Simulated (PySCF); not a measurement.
Isomers of C6H11NO2Si, mass 157.056 u with the commonest isotopes. The calculation used PBE0/pcSseg-1 in PySCF (dipole) on a GFN2-xTB geometry, gas phase. One conformer each, none proved a minimum here; rigid rotors.

Problem. Order these by rotational constant A, smallest first.
A. `[CH3:1][N:2]([CH3:3])[Si@@H:4]([OH:5])[c:6]1[cH:7][cH:8][o:9][cH:10]1` with C1–N2–Si4–O5 -40°, N2–Si4–O5–H -54°, N2–Si4–C6–C7 -122°
B. `[CH3:1][O:2][Si@H:3]([OH:4])[n:5]1[cH:6][cH:7][cH:8][c:9]1[CH3:10]` with C1–O2–Si3–O4 -55°, O2–Si3–O4–H -171°, O2–Si3–N5–C6 123°
C. `[CH3:1][CH:2]([CH3:3])[O:4][C@@:5]([SiH3:6])([C:7]#[N:8])[CH:9]=[O:10]` with C1–C2–O4–C5 -139°, C2–O4–C5–Si6 -168°, O4–C5–C9–O10 -175°

Solution. C (1409 MHz), A (1955 MHz), B (2016 MHz).

Problem. Order these by rotational constant B, smallest first.
A. `[CH3:1][N:2]([CH3:3])[Si@@H:4]([OH:5])[c:6]1[cH:7][cH:8][o:9][cH:10]1` with C1–N2–Si4–O5 -40°, N2–Si4–O5–H -54°, N2–Si4–C6–C7 -122°
B. `[CH3:1][CH:2]([CH3:3])[O:4][C@@:5]([SiH3:6])([C:7]#[N:8])[CH:9]=[O:10]` with C1–C2–O4–C5 -139°, C2–O4–C5–Si6 -168°, O4–C5–C9–O10 -175°
C. `[CH3:1][O:2][Si@H:3]([OH:4])[n:5]1[cH:6][cH:7][cH:8][c:9]1[CH3:10]` with C1–O2–Si3–O4 -55°, O2–Si3–O4–H -171°, O2–Si3–N5–C6 123°

Solution. A (740.8 MHz), B (812.6 MHz), C (854.2 MHz).

Problem. Order these by dipole moment, smallest first.
A. `[CH3:1][N:2]([CH3:3])[Si@@H:4]([OH:5])[c:6]1[cH:7][cH:8][o:9][cH:10]1` with C1–N2–Si4–O5 -40°, N2–Si4–O5–H -54°, N2–Si4–C6–C7 -122°
B. `[CH3:1][CH:2]([CH3:3])[O:4][C@@:5]([SiH3:6])([C:7]#[N:8])[CH:9]=[O:10]` with C1–C2–O4–C5 -139°, C2–O4–C5–Si6 -168°, O4–C5–C9–O10 -175°
C. `[CH3:1][O:2][Si@H:3]([OH:4])[n:5]1[cH:6][cH:7][cH:8][c:9]1[CH3:10]` with C1–O2–Si3–O4 -55°, O2–Si3–O4–H -171°, O2–Si3–N5–C6 123°

Solution. A (1.59 D), C (2.36 D), B (4.37 D).

```tsv
SMILES	point group	Ia (u·Å²)	Ib (u·Å²)	Ic (u·Å²)	κ	μa (D)	μb (D)	μc (D)
CN(C)[Si@@H](O)c1ccoc1	C1	258.47	682.20	809.19	-0.83	1.52	0.16	0.42
CO[Si@H](O)n1cccc1C	C1	250.70	591.67	770.32	-0.71	2.01	0.32	1.20
CC(C)O[C@@]([SiH3])(C#N)C=O	C1	358.59	621.93	647.88	-0.90	2.58	3.15	1.58
```
